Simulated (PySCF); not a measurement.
`CC(=S)OCOCC(C)C`. The calculation used PBE0-D3(BJ)/def2-SVP geometry optimisation, gas phase (PySCF 2.14.0).

```
atom  x, y, z in Å
C1     4.1671   -0.0800    0.7619
C2     3.1666   -0.3181   -0.3241
S3     3.4825   -0.1808   -1.9270
O4     2.0003   -0.6748    0.1857
C5     0.9062   -0.9680   -0.6954
O6    -0.1767   -1.2895    0.0628
C7    -0.8404   -0.1960    0.6691
C8    -1.8715    0.4547   -0.2465
C9    -2.9119   -0.5572   -0.7074
C10   -2.5044    1.6489    0.4559
H11    5.0883    0.3454    0.3513
H12    4.3946   -1.0365    1.2598
H13    3.7414    0.5886    1.5259
H14    1.1810   -1.8322   -1.3185
H15    0.7617   -0.0873   -1.3485
H16   -0.1033    0.5481    1.0203
H17   -1.3409   -0.6029    1.5628
H18   -1.3355    0.8302   -1.1383
H19   -2.4338   -1.4265   -1.1810
H20   -3.6109   -0.1097   -1.4303
H21   -3.5034   -0.9254    0.1477
H22   -3.2331    2.1515   -0.1976
H23   -1.7512    2.3949    0.7545
H24   -3.0410    1.3315    1.3657
```

What is the repulsion energy of the bare nuclei, Σ ZA·ZB/RAB?

632.65 Eh over 276 pairs, with full nuclear charges and distances in bohr; the largest single term is 30.99 Eh (C2 with S3).

What is the longest distance between nuclei?

H11···H20, 8.89 Å; the next longest distance is 8.69 Å.

How far apart are these pairs, which share no bond: S3···O6, H11···H13, H15···H17, H19···H22, H20···H21?

S3···O6 4.310 Å (4 bonds apart); H11···H13 1.804 Å (2 bonds apart); H15···H17 3.628 Å (4 bonds apart); H19···H22 3.796 Å (4 bonds apart); H20···H21 1.780 Å (2 bonds apart).

What are the angles H12–C1–H13, C2–C1–H12, C5–O6–C7, H16–C7–H17, C7–C8–C9, C7–C8–H18, C8–C9–H21, C8–C9–H20?

From the scalar product of the two bond vectors; for H12–C1–H13 it is -0.3560 Å² over 1.1021 × 1.1009 Å², cos θ = -0.2934. H12–C1–H13 107.1°; C2–C1–H12 109.1°; C5–O6–C7 115.4°; H16–C7–H17 107.1°; C7–C8–C9 111.1°; C7–C8–H18 107.5°; C8–C9–H21 110.7°; C8–C9–H20 111.3°.

Write the matrix of distances between heavy atoms (Å, lower triangle).

```
C1    0.000
C2    1.496  0.000
S3    2.777  1.639  0.000
O4    2.320  1.322  2.628  0.000
C5    3.680  2.381  2.962  1.435  0.000
O6    4.563  3.503  4.310  2.265  1.360  0.000
C7    5.010  4.130  5.043  2.921  2.347  1.416  0.000
C8    6.145  5.098  5.647  4.056  3.153  2.452  1.525  0.000
C9    7.246  6.095  6.521  4.994  3.840  2.934  2.513  1.523  0.000
C10   6.899  6.053  6.698  5.076  4.450  3.769  2.494  1.523  2.527  0.000
```

Not checked by PBE0-D3(BJ)/def2-SVP frequencies. One conformer, not necessarily the lowest.
